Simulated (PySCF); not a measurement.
Predicted microwave data (PBE0/def2-SVPD in PySCF (dipole) on a GFN2-xTB geometry, gas phase) for one isomer of C5H9NO:

- Rotational constants: A = 3987, B = 2193, C = 1565 MHz
- Dipole components: |μa| = 1.18 D, |μb| = 3.18 D, |μc| = 0.80 D
- Inertial defect: -34.36 u·Å²
- κ: -0.48

Question: Which candidate fits, each taken in the one conformer that was computed?
A. `[CH3:1][C:2](=[O:3])[N:4]1[CH2:5][C@@H:6]1[CH3:7]` with C1–C2–N4–C5 -145°
B. `[CH2:1]=[C:2]([CH2:3][CH3:4])[C:5]([NH2:6])=[O:7]` with C1–C2–C3–C4 96°, C1–C2–C5–N6 40°, C2–C5–N6–H 3° and 180°
C. `[OH:1][CH2:2][C@@H:3]1[CH2:4][CH:5]=[N:6][CH2:7]1` with H–O1–C2–C3 -59°, O1–C2–C3–C4 -59°, C2–C3–C4–C5 -108°, C3–C4–C5–N6 -8°, C5–N6–C7–C3 7°, C2–C3–C7–N6 107°

Answer: B. It is C=C(CC)C(N)=O, an asymmetric top, point group C1. The candidates at the same level (rigid rotor, commonest isotopes):

```
           SMILES  A (MHz)  B (MHz)  C (MHz)  μa (D)  μb (D)  μc (D)  Δ (u·Å²)  point group           rotor
CC(=O)N1C[C@@H]1C     4961     1932     1494    3.59    1.86    1.08    -25.25           C1  asymmetric top
    C=C(CC)C(N)=O     3987     2193     1565    1.18    3.18    0.80    -34.36           C1  asymmetric top
  OC[C@@H]1CC=NC1     5709     1925     1631    1.10    0.09    2.04    -41.28           C1  asymmetric top
```

`OC[C@@H]1CC=NC1` has A 43 % too high; `CC(=O)N1C[C@@H]1C` has A 24 % too high. No structure here is proved a minimum.
